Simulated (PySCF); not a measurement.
A structure optimised at PBE-D3(BJ)/def2-SVP, used in a PySCF frequency run:

```xyz
10

Mo     0.1013     0.0443     0.0000
O      1.0371    -0.0269    -1.4214
O      1.0371    -0.0269     1.4214
N     -1.1232     1.5463     0.0000
H     -1.3642     2.0832    -0.8415
H     -1.3642     2.0832     0.8415
C     -1.0726    -1.7190     0.0000
H     -0.4025    -2.6034     0.0000
H     -1.7105    -1.7508     0.9070
H     -1.7105    -1.7508    -0.9070
```

Problem. Write its SMILES, formula and point group.

Solution. [CH3][Mo]([NH2])(=[O])=[O], CH₅MoNO₂, Cs

Problem. What are its rotational constants (standard atomic weights)?

Solution. 3.5113, 3.1828, 3.0218 GHz
